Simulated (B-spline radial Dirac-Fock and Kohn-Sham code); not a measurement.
## I⁴⁵⁺: eigenvalues, ΔSCF and the reference

System: iodine as I⁴⁵⁺, [He] 2s2 2p4.

The density-functional columns are spherical, spin-unpolarised Dirac-Kohn-Sham results without Breit or QED terms: −ε is minus the orbital energy of the initial state and ΔSCF the difference of two total energies. The reference in the last column comes from relaxed Dirac-Fock hole states (ΔSCF) with Breit and QED corrections and a finite nucleus. All numbers are from a B-spline atomic structure program, in eV; a selection of levels is shown. For the 1s level of heavy atoms much of the gap between ΔSCF and the reference is the Breit and QED part, -110.2 eV here; for other levels the error of the functional can be larger.

| level | LDA −ε | LDA ΔSCF | Dirac-Fock |
| --- | --- | --- | --- |
| K (1s) | 36476.2 | 36888.7 | 36774.5 |
| L1 (2s) | 8242.9 | 8345.0 | 8352.8 |
| L2,3 (2p) | 7804.3 | 7922.6 | 7912.7 |

Values without a named source are computed, but for edge energies of neutral atoms, which are taken from tables.
